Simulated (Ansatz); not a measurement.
Isolated molecules relaxed with PBE0-D4/def2-TZVP in Ansatz; ΔE leaves out vibrations. CCSD(T)/CBS adds triple-zeta CCSD(T) − MP2 to the extrapolated MP2 energy (def2 sets, frozen cores). This one scheme is used for every species. Functionals use def2-TZVPP. B3LYP here is the variant with VWN-RPA as its local correlation; programs differ in this. Each species was taken in one conformer, which may not be the lowest.

`C[SiH2][SiH2]CF` + `F[Si](S)(Cl)Cl` → `CS[Si](F)(Cl)Cl` + `FC[SiH2][SiH3]`  (substitution at a C–Si bond)

```csv
level,ΔE (kcal/mol)
B3LYP,10.8
MP2/def2-QZVPP,11.4
```

**Question.** What does CCSD(T)/CBS give? (An estimate is asked.)

**Answer.** The calculation gave: +11.1 kcal/mol. The listed levels differ from it by -0.3, 0.3 kcal/mol.

Largest T1 diagnostic among the species: 0.012.

In def2-TZVPP, CCSD(T) changes the Hartree–Fock value by +0.9 kcal/mol (the triples alone add −0.2 kcal/mol) and MP2 by +1.0 kcal/mol.

CCSD(T)/CBS has its own doubt, a few kJ/mol and more with outer-core shells, so smaller differences from it don't rank the levels.
